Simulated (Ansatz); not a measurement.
Reaction (substitution at a C–F bond): `[CH3][InH][CH2]F` + HCl → `[CH3][InH][CH2]Cl` + H–F

Gas-phase electronic energies from Ansatz, PBE0-D4/def2-TZVP geometries. CBS: MP2 limit from def2 TZ/QZ plus the TZ coupled-cluster correction, frozen cores. This one scheme is used for every species. Functionals use def2-TZVPP. def2 core potentials past Kr. For In outer-core shells are correlated without core-valence functions, which leaves a few kJ/mol of doubt a bond. Each species was taken in one conformer, which may not be the lowest.

CCSD(T)/CBS gives -12.5 kcal/mol.

(1) Another level gave -8.8 kcal/mol. Which?
A. MP2/def2-TZVPP
B. CCSD(T)/def2-TZVPP
C. HF/def2-TZVPP
D. r2SCAN/def2-TZVPP

Largest T1 diagnostic among the species: 0.012.

## Answers

(1) D. r2SCAN -8.8, HF/def2-TZVPP -6.6, CCSD(T)/def2-TZVPP -10.5, MP2/def2-TZVPP -13.2 kcal/mol.

The D4 term adds −1.5 kcal/mol with B3LYP and −0.8 kcal/mol with PBE0; it sums over pairs of atoms, weighted by their polarisabilities, and B3LYP, whose exchange is more repulsive, gets the larger term. From PBE to PBE0 (25 % exact exchange), in def2-TZVPP and without D4, ΔE moves by −0.9 kcal/mol. In def2-TZVPP, CCSD(T) changes the Hartree–Fock value by −3.9 kcal/mol (the triples alone add −0.8 kcal/mol) and MP2 by −6.6 kcal/mol.

B3LYP here is the variant with VWN-RPA as its local correlation; programs differ in this.
